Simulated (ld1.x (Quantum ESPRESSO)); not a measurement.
Results of a calculation; reference values are marked as such.
# Potentials for B (Z = 5) compared

Generated with ld1.x 7.5 (TM, RRKJ, ultrasoft, PAW), atompaw 4.2 or ONCVPSP 4.0.1. The cutoff is in Ry: for ld1.x and atompaw files where the sum of valence levels is converged to 10 mRy in a Bessel basis, for ONCV files where the hardest occupied wave has 1 mHa per electron of residual kinetic energy. The error is the largest all-electron minus pseudo excitation energy over each file’s own four to seven test configurations (ionisations up to +4, promotions, holes and added fractions of an electron), all of which were solved. The labels leave out finer settings (local radius, basis sizes, second energies), which also bear on the numbers. Spin-polarised tests are not counted. The rows are a selection from randomly drawn settings: files with unsolved tests, undetermined cutoffs or missed reference levels are left out.

A true bound ghost makes a file unfit for plane-wave use even where its test errors are small: the radial tests pick states by their node count and pass the ghost by.

```tsv
potential	cutoff (Ry)	largest error (meV)	bound ghosts
ultrasoft, PBE, non-relativistic, rc 1.25/4.45/3.65 (spd), local smoothed, core correction yes, reference 2s2 2p1	25	+109	s
TM, LDA (PZ), non-relativistic, rc 1.70/3.00 (sp), local smoothed, core correction yes, reference 2s2 2p1	18	+251	none
RRKJ, PBEsol, scalar-relativistic, rc 1.34/5.60 (sp), local s, core correction yes, reference 2s1.5 2p1.5	18	+3035	none
PAW, PBEsol, scalar-relativistic, rc 1.35/2.30/2.15 (spd), local d, core correction yes, reference 2s2 2p0	15	-3.9	none
TM, LDA (PZ), scalar-relativistic, rc 1.52/1.80 (sp), local p, core correction yes, reference 2s2 2p0.5	25	+83	none
ultrasoft, LDA (PZ), scalar-relativistic, rc 1.25/2.60 (sp), local smoothed, core correction no, reference 2s1.5 2p1.5	18	+115	none
```

**Question.** Fill in the row for B: TM, PBE, scalar-relativistic, rc 0.95/3.75 (sp), local smoothed, core correction yes, reference 2s2 2p0.

**Answer.** cutoff 70 Ry, largest error +387 meV, bound ghosts: none.

**Question.** Fill in the row for B: PAW, PBEsol, scalar-relativistic, rc 1.50/3.45 (sp), local smoothed, core correction yes, reference 2s1 2p0.

**Answer.** cutoff 6 Ry, largest error -46 meV, bound ghosts: none.
